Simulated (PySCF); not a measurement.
C₅H₅FO, SMILES O=C[C@]1(F)C=CC1.

The structure is a stationary point at PBE-D3(BJ)/def2-SVP. The structure was generated by enumeration; whether it is a known compound was not checked. One conformer was computed; it need not be the lowest.

Computed with PBE-D3(BJ)/def2-SVP (PySCF).

No scaling factor is applied to the harmonic values.

| mode | ν (cm⁻¹) | IR (km/mol) | moving atoms (share of kinetic energy) |
|---|---|---|---|
| 1 | 78 | 7.7 | O 39 %, C 31 %, H 26 % |
| 2 | 148 | 2.6 | C 49 %, H 24 %, O 20 % |
| 3 | 256 | 5.3 | C 45 %, H 31 %, O 15 %, F 10 % |
| 4 | 295 | 4.5 | C 42 %, F 28 %, H 22 % |
| 5 | 389 | 2.1 | C 50 %, F 28 %, H 19 % |
| 6 | 423 | 2.3 | C 34 %, H 27 %, F 20 %, O 19 % |
| 7 | 569 | 13.0 | H 30 %, F 24 %, C 24 %, O 22 % |
| 8 | 632 | 0.1 | C 56 %, H 23 %, F 19 % |
| 9 | 736 | 66.6 | H 51 %, C 43 % |
| 10 | 843 | 4.1 | C 65 %, H 35 % |
| 11 | 878 | 16.9 | C 47 %, H 43 %, F 9 % |
| 12 | 916 | 7.2 | H 74 %, C 26 % |
| 13 | 919 | 12.4 | H 52 %, C 47 % |
| 14 | 954 | 9.2 | H 55 %, C 43 % |
| 15 | 1028 | 11.3 | H 60 %, C 36 % |
| 16 | 1036 | 6.9 | H 65 %, C 33 % |
| 17 | 1074 | 3.4 | C 72 %, H 26 % |
| 18 | 1158 | 69.2 | C 56 %, H 36 % |
| 19 | 1173 | 13.6 | C 52 %, H 46 % |
| 20 | 1204 | 14.7 | C 69 %, H 29 % |
| 21 | 1265 | 25.8 | C 56 %, H 44 % |
| 22 | 1332 | 24.0 | H 78 %, C 15 % |
| 23 | 1378 | 7.2 | H 87 %, C 13 % |
| 24 | 1595 | 2.5 | C 90 %, H 10 % |
| 25 | 1801 | 119.3 | C 60 %, O 38 % |
| 26 | 2797 | 128.3 | H 92 % |
| 27 | 2996 | 12.8 | H 95 % |
| 28 | 3066 | 3.2 | H 90 %, C 10 % |
| 29 | 3126 | 4.4 | H 92 % |
| 30 | 3157 | 6.6 | H 89 %, C 11 % |
